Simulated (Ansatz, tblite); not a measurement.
Forces on C₆H₁₂N₂O (relaxed from a model of 1-ethyl-3-methylimidazolium hydroxide, whose bonding it doesn't keep) at its PBE0-D4/def2-SVP geometry. The state is a singlet with charge 0.

The xTB rows come from tblite.

GFN2-xTB (tblite), largest force 0.71 eV/Å:

```xyz
21
positions Å, forces eV/Å
C    -2.241   -1.036    0.864   -0.084   -0.516    0.376
C    -2.037    0.190   -0.017   -0.327    0.274   -0.254
N    -0.680    0.681   -0.074   -0.465    0.045   -0.171
C    -0.031    1.201    1.052    0.420    0.296    0.256
C     1.293    1.017    0.921   -0.280    0.406    0.347
N     1.547    0.374   -0.297    0.384    0.023   -0.358
C     2.676   -0.492   -0.482    0.467   -0.265   -0.011
C     0.286   -0.048   -0.863   -0.002   -0.476    0.532
H    -3.297   -1.345    0.865    0.393    0.178   -0.036
H    -1.943   -0.828    1.903   -0.090   -0.007   -0.388
H    -1.645   -1.892    0.511   -0.191    0.359    0.070
H    -2.347   -0.021   -1.053    0.140   -0.086    0.194
H    -2.683    1.014    0.330    0.219   -0.163    0.069
H    -0.575    1.778    1.798    0.220   -0.400   -0.410
H     2.106    1.404    1.532   -0.394   -0.315   -0.346
H     2.794   -0.710   -1.554   -0.113    0.065    0.281
H     2.578   -1.456    0.060   -0.027    0.253   -0.142
H     3.594    0.005   -0.136   -0.338   -0.083   -0.045
H     0.154   -1.156   -0.782    0.002    0.004   -0.059
O     0.176    0.181   -2.231    0.083    0.451    0.298
H     0.275    1.137   -2.347   -0.016   -0.043   -0.201
```

PBE-D4/def2-TZVP (Ansatz), largest force 0.85 eV/Å:

```
C -0.010 -0.198 0.155
C -0.351 0.057 -0.125
N -0.069 0.289 0.003
C -0.204 0.137 0.328
C 0.295 0.080 0.317
N 0.169 0.259 -0.042
C 0.324 -0.212 -0.075
C -0.029 -0.441 0.453
H 0.024 0.013 -0.009
H -0.008 -0.003 -0.035
H -0.016 0.020 0.007
H -0.008 -0.012 0.020
H 0.022 -0.008 0.008
H 0.048 -0.034 -0.080
H -0.067 -0.016 -0.076
H 0.009 -0.006 0.030
H -0.014 0.004 0.010
H -0.042 -0.010 -0.001
H -0.002 -0.044 -0.035
O -0.116 -0.365 -0.759
H 0.047 0.491 -0.095
```

r2SCAN-D4/def2-TZVP (Ansatz), largest force 0.75 eV/Å:

```
C -0.002 -0.297 0.225
C -0.443 0.107 -0.196
N 0.009 0.275 -0.051
C 0.038 0.102 0.332
C 0.062 0.115 0.372
N 0.083 0.287 -0.099
C 0.411 -0.291 -0.087
C -0.043 -0.580 0.472
H 0.244 0.088 -0.015
H -0.067 -0.034 -0.252
H -0.141 0.208 0.077
H 0.072 0.020 0.226
H 0.167 -0.174 -0.049
H 0.160 -0.165 -0.248
H -0.244 -0.106 -0.217
H -0.035 0.047 0.255
H -0.010 0.204 -0.093
H -0.252 -0.103 -0.069
H 0.026 0.180 -0.050
O -0.043 0.021 -0.489
H 0.008 0.096 -0.042
```
